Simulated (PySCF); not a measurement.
**Field gradients at the hydrogen positions**

C5H12Si3.
Atom-mapped SMILES: `[CH:1]#[C:2][Si@@H:3]([SiH2:4][CH3:5])[SiH:6]1[CH2:7][CH2:8]1` (hydrogens: H9 on C1; H10 on Si3; H11, H12 on Si4; H13, H14, H15 on C5; H16 on Si6; H17, H18 on C7; H19, H20 on C8)

Structure used (GFN2-xTB), in Å, numbered top down from 1:
```
atom  x, y, z in Å
C1     0.6495    3.6249    0.3539
C2     0.4099    2.5909   -0.2122
Si3    0.1003    0.9695   -1.0599
Si4    1.9405   -0.4162   -0.7199
C5     2.3430   -0.4719    1.1342
Si6   -1.9323    0.2383   -0.2551
C7    -2.4266   -1.5353   -0.6918
C8    -1.9304   -1.3724    0.7392
H9     0.8474    4.5360    0.8428
H10   -0.0476    1.3570   -2.4808
H11    3.1514    0.0078   -1.4385
H12    1.6511   -1.7861   -1.1725
H13    3.1990   -1.1090    1.3375
H14    1.5048   -0.8559    1.7092
H15    2.5717    0.5205    1.5133
H16   -3.1074    1.0528    0.0579
H17   -1.7993   -2.1278   -1.3436
H18   -3.4672   -1.8037   -0.8010
H19   -0.9974   -1.8680    0.9719
H20   -2.6657   -1.5408    1.5124
```

Level: PBE0/pcSseg-1 (PySCF, non-relativistic); Q(2H) = 0.00286 b; rigid geometry, the same for H and D, with no vibrational averaging.

Question: Rank these positions by the coupling χzz of a deuteron there, largest first.
A. H12 (Si–H hydrogen)
B. H19 (methylene hydrogen)
C. H16 (Si–H hydrogen)
D. H9 (alkyne hydrogen)
E. H15 (methyl hydrogen)

Answer: D (260 kHz), B (225 kHz), E (216 kHz), C (112 kHz), A (107 kHz).

Give the electric field gradient Vzz (the principal value of largest size), its asymmetry and the 2H coupling at each hydrogen.

```csv
atom,bonded to,bond length (Å),Vzz (au),η,χzz (kHz)
H9,C1,1.053,0.3866,0.00,260
H10,Si3,1.480,0.1529,0.01,103
H11,Si4,1.471,0.1591,0.01,107
H12,Si4,1.472,0.1586,0.01,107
H13,C5,1.086,0.3250,0.01,218
H14,C5,1.087,0.3230,0.01,217
H15,C5,1.087,0.3218,0.00,216
H16,Si6,1.464,0.1660,0.07,112
H17,C7,1.081,0.3348,0.08,225
H18,C7,1.080,0.3375,0.07,227
H19,C8,1.082,0.3350,0.07,225
H20,C8,1.080,0.3370,0.07,226
```

Average by the element that carries the hydrogen.

on C: 227 kHz over 8 positions, mean bond length 1.079 Å; on Si: 107 kHz over 4 positions, mean bond length 1.471 Å.

How does χzz go with the bond length over the 8 C–H bonds?

A straight-line fit has a slope of -12.5 kHz for each 0.01 Å, with a correlation coefficient of -1.00, over lengths from 1.053 to 1.087 Å. The longer bonds have the smaller couplings here.

A static deuteron (I = 1) shows a doublet split by (3/2)χ, (3/4)χ(1 + η) and (3/4)χ(1 − η) with the field along z, y and x of the gradient. What are these for H20?

With |χ| = 226.5 kHz and η = 0.075: 340, 183 and 157 kHz, to first order and without motion.

The structure is a single GFN2-xTB conformer in the gas phase; no vibrational or solvent corrections. GFN2-xTB bond lengths can be off by several hundredths of an ångström, more for odd bonds, and the gradients follow them. The small basis limits the accuracy of the gradients.

These values come from a run that also computed NMR shieldings. Hardware: an Arm Neoverse N1 with one thread, no GPU, shared host. Cost: 74 s of wall time, 0.93 GiB resident at most.
